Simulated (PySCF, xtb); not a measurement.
C5H7N, SMILES C#C/C=N/CC. The values are those of a single conformer.

Harmonic wavenumbers (cm⁻¹) from GFN2-xTB (xtb 6.7.1) at its own minimum, in rising order: 87, 117, 145, 210, 317, 385, 446, 522, 653, 666, 836, 899, 946, 1022, 1086, 1112, 1166, 1238, 1305, 1333, 1399, 1464, 1485, 1498, 1710, 2250, 2774, 2812, 2936, 3036, 3041, 3054, 3390.

Q: What does PySCF 2.14.0 with B3LYP-D3(BJ)/def2-SVP give at its own minimum? (The exact figures need the calculation; the answer reports its results.)

A: 94, 140, 168, 252, 363, 423, 493, 586, 703, 711, 817, 918, 970, 1015, 1080, 1121, 1171, 1278, 1354, 1381, 1397, 1459, 1464, 1485, 1725, 2218, 2952, 2981, 3036, 3044, 3121, 3130, 3469. Paired by order, the mean absolute difference is 42 cm⁻¹ and the zero-point energies are 64.8 and 66.5 kcal/mol.
